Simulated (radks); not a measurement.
Values are calculated unless marked as measured or tabulated.
Effect of the nuclear size on neutral sulfur, [Ne] 3s2 3p4. Code: a radial shooting solver on a logarithmic mesh with Libxc functionals. Model: Dirac Kohn-Sham, PBE, spin-unpolarised, spherical densities, finite nucleus; open shells fill j = l - 1/2 first; Fermi nuclear charge, rms radius 3.2611 fm. The rms radius is varied about that value; shifts are against it.

rms radius (fm)  total energy shift (eV)  density at nucleus (e/bohr^3)  1s1/2 shift (meV)  2s1/2 shift (meV)
2.6937                          -0.00324                           2957              -1.36             -0.096
3.0198                          -0.00145                           2951             -0.608             -0.043
3.2611                                 0                           2947              0.000              0.000
3.5024                           0.00156                           2943              0.654              0.046
3.7861                           0.00353                           2940               1.48              0.105

Slopes of the eigenvalues against <r^2> in GHz/fm^2, as finite differences over the two radii next to the reference (eigenvalue slopes, not the field-shift constants of lines): 1s1/2 96.9, 2s1/2 6.85.
